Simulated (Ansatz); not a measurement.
Caution, from a PySCF single point (B3LYP-D3(BJ)/def2-TZVPD) at this geometry: the highest occupied level lies above zero, so the state may not be bound. This triplet is an excited state, 1.45 eV above the relaxed singlet at the level frozen-core CCSD(T)/aug-cc-pVTZ // B3LYP-D3(BJ)/def2-TZVPD (Ansatz, a quantum-chemistry and plane-wave program).

Species: H₂BOS, SMILES `O[B-]S` (excited triplet; H–O–B–S torsion 15°, O–B–S–H torsion 98°) (charge -1, multiplicity 3).

Task: Give a relaxed geometry from B3LYP-D3(BJ)/def2-TZVPD in Ansatz.

Result: One answer among several that fit: the end point of this relaxation, one of several conformers (outside a Z-matrix the atoms follow the SMILES, hydrogens last).
Z-matrix (Å, degrees):
```
B
O 1 1.4000
H 2 0.9706 1 109.94
S 1 1.7833 2 129.38 3 15.37
H 4 1.5066 1 109.34 2 98.02
```
